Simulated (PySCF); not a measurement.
Species: C5H7F3OS.
Atom-mapped SMILES: `[CH2:1]=[C:2]([CH2:3][C:4]([F:5])([F:6])[F:7])[S@@:8]([CH3:9])=[O:10]` (hydrogens: H11, H12 on C1; H13, H14 on C3; H15, H16, H17 on C9)

Level: PBE0/pcSseg-1 in PySCF, non-relativistic, on one gas-phase PBE0-D3(BJ)/def2-SVP geometry that isn't relaxed in the solvent. The solvent is an IEF-PCM continuum (van der Waals radii × 1.2). Specific hydrogen bonds and non-electrostatic terms are outside this model.

Gas phase at PBE0/pcSseg-1: HOMO -6.98 eV, LUMO -1.17 eV, dipole 3.26 D.

**Question.** What does the continuum do to the energy, the frontier levels and the dipole at PBE0/pcSseg-1 in acetone and methanol?

**Answer.** 
| solvent | ε | E(solvent) − E(gas) (kJ/mol) | polarisation term (kJ/mol) | distortion of the solute (kJ/mol) | HOMO (eV) | LUMO (eV) | dipole (D) |
| --- | --- | --- | --- | --- | --- | --- | --- |
| acetone | 20.49 | -33.99 | -39.83 | 5.84 | -6.98 | -0.84 | 4.34 |
| methanol | 32.61 | -35.05 | -41.29 | 6.24 | -6.98 | -0.83 | 4.38 |

Polarisation term: ½ Σ q·V over the induced surface charges. Distortion: the rise of the solute's own energy as its density leaves the gas-phase optimum. From acetone to methanol the lowering changes by a factor 1.03, Onsager's factor (ε − 1)/(2ε + 1) by 1.03 and ε itself by 1.6.

**Question.** Which radius a makes the point-dipole formula ΔE = −[(ε − 1)/(2ε + 1)]·μ²/a³ give the value in methanol, with the gas-phase dipole?

**Answer.** μ = 1.281 au and |ΔE| = 0.01335 Eh give a = 2.06 Å; the farthest nucleus lies 3.28 Å from the centroid of the nuclei, so such a sphere wouldn't even hold the nuclei. The formula assumes a rigid point dipole at the centre of a sphere.

**Question.** Which Mulliken charges (PBE0/pcSseg-1) respond most in acetone (means over atoms taken as equivalent)?

**Answer.** 
| atoms | environment | gas (e) | solvent (e) | change |
| --- | --- | --- | --- | --- |
| O10 | sulfinyl oxygen | -0.632 | -0.696 | -0.064 |
| H11 | vinylic hydrogen | +0.131 | +0.151 | +0.020 |
| H14 | methylene hydrogen | +0.175 | +0.194 | +0.019 |
| C2 | fully substituted alkene carbon | -0.564 | -0.578 | -0.014 |
| C3 | allylic carbon | -0.190 | -0.177 | +0.013 |
| H12 | vinylic hydrogen | +0.139 | +0.151 | +0.012 |
| H13 | methylene hydrogen | +0.187 | +0.175 | -0.012 |
| H15/H16/H17 | methyl hydrogen | +0.163 | +0.174 | +0.011 |
| C1 | terminal =CH2 carbon | +0.006 | +0.013 | +0.007 |
| S8 | sulfinyl sulfur | +0.665 | +0.671 | +0.006 |
| F5/F6/F7 | fluorine of a CF3 group | -0.267 | -0.272 | -0.005 |
| C4 | CF3 carbon | +0.793 | +0.790 | -0.003 |

Rough CPU time on one thread of a shared machine: about 50 s. This is the whole shielding run at PBE0/pcSseg-1 in methanol, SCF included.

Shape of the structure used: `[CH2:1]=[C:2]([CH2:3][C:4]([F:5])([F:6])[F:7])[S@@:8]([CH3:9])=[O:10]`: C1–C2–C3–C4 -68°, C2–C3–C4–F5 -59°, C1–C2–S8–C9 95°.
